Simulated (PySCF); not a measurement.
Electron correlation in Ar³⁺ (argon, charge +3)

[Ne] 3s2 3p3, high-spin 4S determinant. Computed with PySCF 2.14 in ANO-RCC-VTZP (5s4p2d1f, 34 functions), with the spin-free X2C one-electron Hamiltonian (Gaussian nucleus). Frozen: [Ne]; 5 electrons correlated.

| level | correlation energy (mhartree) |
| --- | --- |
| CCSD | -123.80 |
| (T) | -3.10 |
| CCSD(T) | -126.90 |
| CCSDT | -127.53 |

Diagnostics: T1 = 0.0024, D1 = 0.0067, largest double amplitude 0.059.

Cost of the coupled-cluster step: about 0.6 core-seconds, for 5 correlated electrons.
